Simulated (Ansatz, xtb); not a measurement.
## Isomers of BH8PSi2 in order of energy

9 gas-phase structures of BH8PSi2, found in a search over its isomers (lower ones may exist). Each was relaxed with GFN2-xTB; where two conformers were screened, the lower at r2SCAN-D4/def2-SVP is listed:

A. a singlet given by its coordinates
B. `[SiH2+][BH2-]P[SiH3]`, a singlet
C. `BP([SiH3])[SiH3]`, a singlet
D. `[SiH3]BP[SiH3]`, a singlet
E. `B[SiH2]P[SiH3]`, a singlet
F. `[SiH2+][BH2-][SiH2]P`, a singlet
G. `BP[SiH2][SiH3]`, a singlet
H. `[BH3-][SiH+]P[SiH3]`, a singlet
I. a singlet given by its coordinates

A (Å):

| atom | x (Å) | y (Å) | z (Å) |
| --- | --- | --- | --- |
| B | -1.1232 | -2.1079 | 0.7847 |
| P | 0.9329 | -0.3310 | -0.6381 |
| Si | -0.8241 | -0.1152 | 0.9422 |
| Si | 0.6120 | -2.6178 | -0.1182 |
| H | -1.2710 | -2.6419 | 1.8417 |
| H | -2.0577 | -2.3466 | 0.0762 |
| H | -0.0740 | 0.5556 | 2.0286 |
| H | -1.5793 | 1.0293 | 0.3823 |
| H | 1.9072 | 0.4643 | -1.2484 |
| H | 0.1345 | -0.3104 | -1.7658 |
| H | 1.8922 | -2.8761 | 0.5791 |
| H | 0.8752 | -3.2571 | -1.4283 |

Close contacts (Å): B1–Si3 2.02, B1–Si4 2.02, P2–Si3 2.37, P2–Si4 2.37, B1–H5 1.19, B1–H6 1.20, P2–H9 1.40, P2–H10 1.38, Si3–H7 1.48, Si3–H8 1.48, Si4–H11 1.48, Si4–H12 1.48.

I (Å):

```yaml
atoms:
  - { symbol: B, position_ang: [-0.0870, -0.4067, -0.9807] }
  - { symbol: P, position_ang: [-0.4609, -1.4558, 0.7474] }
  - { symbol: Si, position_ang: [1.4622, -2.5752, 0.9347] }
  - { symbol: Si, position_ang: [-1.7055, 0.4190, -0.3041] }
  - { symbol: H, position_ang: [2.0272, -3.0135, -0.3444] }
  - { symbol: H, position_ang: [2.3719, -1.6444, 1.6041] }
  - { symbol: H, position_ang: [1.1750, -3.7436, 1.7713] }
  - { symbol: H, position_ang: [-1.2106, -2.4808, 0.1872] }
  - { symbol: H, position_ang: [-0.1429, -1.1080, -1.9299] }
  - { symbol: H, position_ang: [0.9040, 0.2250, -0.8278] }
  - { symbol: H, position_ang: [-1.7689, 1.3758, 0.8193] }
  - { symbol: H, position_ang: [-3.0873, -0.1073, -0.3203] }
```

Close contacts (Å): B1–P2 2.06, B1–Si4 1.94, P2–Si3 2.23, P2–Si4 2.48, B1–H9 1.18, B1–H10 1.19, P2–H8 1.39, Si3–H5 1.47, Si3–H6 1.46, Si3–H7 1.47, Si4–H11 1.48, Si4–H12 1.48.

Q: Make a reasoned guess at their ranking by r2SCAN-D4/def2-SVP single-point energy.

A: Calculated order at r2SCAN-D4/def2-SVP: C (0.0), G (7.8), D (9.3), A (15.2), E (16.3), I (20.0), H (27.9), F (30.2), B (36.1) kcal/mol.

Energies above the lowest of each column, in kcal/mol; the last columns are at B3LYP-D3(BJ)/def2-SVP geometries and were run for some of them only (a dash: not run or not comparable):

| structure | GFN2-xTB | HF/STO-3G | r2SCAN-D4/def2-SVP | B3LYP-D3(BJ)/def2-SVP | CCSD(T)/def2-SVP + ΔMP2/def2-TZVPP |
| --- | --- | --- | --- | --- | --- |
| C | 0.0 | 0.0 | 0.0 | 0.0 | 0.0 |
| G | 15.9 | 3.7 | 7.8 | 5.9 | 6.9 |
| D | 17.7 | 10.5 | 9.3 | 8.4 | – |
| A | 18.8 | 30.1 | 15.2 | – | – |
| E | 16.7 | 24.1 | 16.3 | – | – |
| I | 14.3 | 36.9 | 20.0 | – | – |
| H | 12.7 | 42.2 | 27.9 | – | – |
| F | 18.4 | 52.0 | 30.2 | – | – |
| B | 18.1 | 52.3 | 36.1 | – | – |

Every level run on C puts it lowest or level with the lowest. Some further structures that were screened fall inside this span and aren't listed. Flexible structures stand in one conformer each, not always the lowest. Frequencies (B3LYP-D3(BJ)/def2-SVP) were run for C, G alone. ΔMP2 is the change of the MP2 energy from the smaller to the larger basis.

Over these structures GFN2-xTB departs from r2SCAN-D4/def2-SVP by 8.3 kcal/mol on average once a common shift is removed. A GFN2-xTB relaxation took about 0.16 s and the r2SCAN-D4/def2-SVP energy about 1 s on a shared host (Ansatz 0.2.0, xtb 6.7.1).
